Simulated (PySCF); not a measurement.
**Electronic absorption of CH2B3F3O4**

Species: CH2B3F3O4.
SMILES: `FC(F)(F)OB1OBOBO1`

Computed, not measured: TDDFT B3LYP/def2-SVPD, vertical, gas phase, core orbitals frozen in the response (PySCF 2.14.0, density-fitted response routines). Geometry: PBE0-D3(BJ)/def2-SVP, one conformer, isolated molecule. Torsions of this conformer, `[F:1][C:2]([F:3])([F:4])[O:5][B:6]1[O:7][BH:8][O:9][BH:10][O:11]1`: F1–C2–O5–B6 64°, C2–O5–B6–O7 179°.

```json
{"state": "S1", "E (eV)": "7.38", "λ (nm)": "167.9", "f": "0.024", "main configurations (H = HOMO, L = LUMO)": "H→L (99%)"}
{"state": "S2", "E (eV)": "7.54", "λ (nm)": "164.3", "f": "0.0000", "main configurations (H = HOMO, L = LUMO)": "H-1→L (97%)"}
{"state": "S3", "E (eV)": "7.94", "λ (nm)": "156.1", "f": "0.0000", "main configurations (H = HOMO, L = LUMO)": "H→L+1 (96%)"}
{"state": "S4", "E (eV)": "8.21", "λ (nm)": "151.0", "f": "0.014", "main configurations (H = HOMO, L = LUMO)": "H-1→L+1 (96%)"}
{"state": "S5", "E (eV)": "8.25", "λ (nm)": "150.2", "f": "0.016", "main configurations (H = HOMO, L = LUMO)": "H-2→L (90%)"}
{"state": "S6", "E (eV)": "8.70", "λ (nm)": "142.5", "f": "0.011", "main configurations (H = HOMO, L = LUMO)": "H→L+2 (97%)"}
{"state": "S7", "E (eV)": "8.95", "λ (nm)": "138.5", "f": "0.018", "main configurations (H = HOMO, L = LUMO)": "H-1→L+2 (75%), H-2→L+1 (19%)"}
{"state": "S8", "E (eV)": "9.01", "λ (nm)": "137.7", "f": "0.012", "main configurations (H = HOMO, L = LUMO)": "H-4→L (66%), H-7→L (29%)"}
{"state": "S9", "E (eV)": "9.08", "λ (nm)": "136.5", "f": "0.089", "main configurations (H = HOMO, L = LUMO)": "H-2→L+1 (60%), H-3→L (22%), H-1→L+2 (9%)"}
{"state": "S10", "E (eV)": "9.11", "λ (nm)": "136.0", "f": "0.0023", "main configurations (H = HOMO, L = LUMO)": "H-5→L (84%)"}
```

Triplets (Tamm–Dancoff): T1 6.87 eV, H→L (90%); T2 7.15 eV, H-1→L (74%), H→L+1 (16%); T3 7.67 eV, H→L+1 (64%), H-1→L (23%), H-5→L (12%); T4 7.84 eV, H-2→L (85%), H-6→L (12%).

The lowest singlet lies at 7.38 eV (168 nm, vacuum ultraviolet) and is weak; its leading configuration is HOMO→LUMO (99%). The strongest level in the table is S9 at 9.08 eV (137 nm, f = 0.089). Löwdin shares by element: HOMO oxygen 45% or more, boron 22% or more (atoms not listed hold the other 32%); LUMO boron 55% or more, oxygen 23% or more (atoms not listed hold the other 22%). The oscillator strengths of these states sum to 0.186; summed over the whole spectrum of an exact calculation they would give the number of electrons, 82 (Thomas–Reiche–Kuhn). The listed states span 1.73 eV, and the widest gap between neighbours is 0.45 eV (S5 to S6). Of the 10 states listed, 7 reach f = 0.01 and 2 stay under 0.0005. The window holds the lowest 10 singlets.
